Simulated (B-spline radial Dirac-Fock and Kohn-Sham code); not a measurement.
**Br 4p3/2: cross section and angular parameters**

System: atomic bromine, configuration 1s2 2s2 2p6 3s2 3p6 3d10 4s2 4p5; threshold 10.54 eV (orbital energy of the model). The computed values come from a radial finite-basis atomic code: Dirac-Hartree-Slater photoionisation with a Latter tail; cross sections with all multipoles, angular parameters from the dipole term and its interference with E2.

For linearly polarised light dσ/dΩ = σ/(4π) [1 + β P₂(cos θ) + (δ + γ cos²θ) sin θ cos φ], with θ from the polarisation vector and φ the angle between the beam and the projection of the electron momentum on the plane normal to the polarisation.

```
hν (eV)   σ (kb)       β       γ       δ
     80      124  -0.121  -0.039   0.019
    150     87.2   0.932   0.142   0.014
    162     82.5   1.027   0.154   0.011
    165     81.4   1.048   0.156   0.011
    203     68.3   1.254   0.158   0.005
    219     63.4   1.313   0.150   0.004
    269     51.0   1.442   0.114   0.001
    351     36.8   1.556   0.053  -0.001
    390     31.9   1.588   0.030  -0.001
    488     23.0   1.637  -0.008  -0.001
    800     10.0   1.674  -0.006   0.002
    890     8.21   1.671   0.014   0.003
   1000     6.55   1.665   0.042   0.003
   1130     5.12   1.655   0.081   0.005
   1520     2.71   1.616   0.208   0.008
   1550     2.60   1.613   0.217   0.009
   1570     2.52   1.610   0.224   0.009
   2290     1.04   1.531   0.448   0.017
   2720    0.674   1.485   0.566   0.023
   2940    0.552   1.462   0.621   0.026
 2984.4    0.531   1.458   0.632   0.027
   3520    0.343   1.406   0.753   0.035
   4000    0.243   1.362   0.849   0.043
   5050    0.126   1.275   1.027   0.061
 5414.7    0.103   1.248   1.079   0.068
   5740   0.0872   1.224   1.123   0.073
   7640        ?       ?       ?       ?
 9251.7   0.0206   1.014   1.466   0.136
  10100   0.0157   0.973   1.525   0.151
  13700  0.00588   0.827   1.711   0.212
```

Q: Give the values at 7640 eV.

A: σ = 0.0372 kb, β = 1.102, γ = 1.332, δ = 0.107.
